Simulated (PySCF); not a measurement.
IK (SMILES [K][I]), singlet, at a GFN2-xTB geometry (such geometries of metal compounds can be far from the true shape) (core potentials on I). Base run: DF-CAMB3LYP/def2-SV(P) in PySCF.

PySCF was given this input:
```python
from pyscf import gto, scf, dft

mol = gto.Mole()
mol.atom = '''
    K    -0.00000000   -0.00000000   -2.32381628
    I     0.00000000    0.00000000    0.83306621
'''
mol.basis = 'def2-sv(p)'
mol.ecp = {'I': 'def2-sv(p)'}
mol.verbose = 3
mol.build()

mf = dft.RKS(mol)
mf.xc = 'camb3lyp'
mf = mf.density_fit(auxbasis='def2-universal-jkfit')
mf.kernel()
mf.analyze()
```

Each row names what was changed in the base input (with any setting that the change needs).

```csv
change,basis functions,E (Eh),HOMO (eV),HOMO-LUMO gap (eV),dipole (D)
base,50,-897.65186,-6.37,5.19,11.49
basis = LANL2DZ,20,-39.54782,-6.31,4.87,12.97
basis = def2-SVP,50,-897.65186,-6.37,5.19,11.49
basis = def2-SVPD,62,-897.65746,-6.57,5.36,11.70
basis = def2-TZVP,83,-897.74245,-6.59,5.43,11.58
basis = def2-TZVPP,83,-897.74245,-6.59,5.43,11.58
basis = def2-TZVPD,95,-897.74291,-6.62,5.42,11.58
basis = def2-QZVP,138,-897.75804,-6.63,5.44,11.49
basis = def2-QZVPP,152,-897.75801,-6.63,5.45,11.48
```

Totals compare only among sets that treat the same electrons; sets with core potentials leave the core out.
